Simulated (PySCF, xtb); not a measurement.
ScF3, SMILES [Sc]([F])([F])[F].

Harmonic wavenumbers (cm⁻¹) from xtb 6.7.1 with GFN2-xTB at its own minimum, in rising order: 111, 140, 140, 485, 620, 620.

Question: What does B3LYP-D3(BJ)/def2-SVP in PySCF give at its own minimum? (Estimate from the structure and the level; the computed values follow.)

Answer: 77, 174, 174, 658, 769, 769. Paired by order, the mean absolute difference is 96 cm⁻¹ and the zero-point energies are 3.0 and 3.7 kcal/mol.
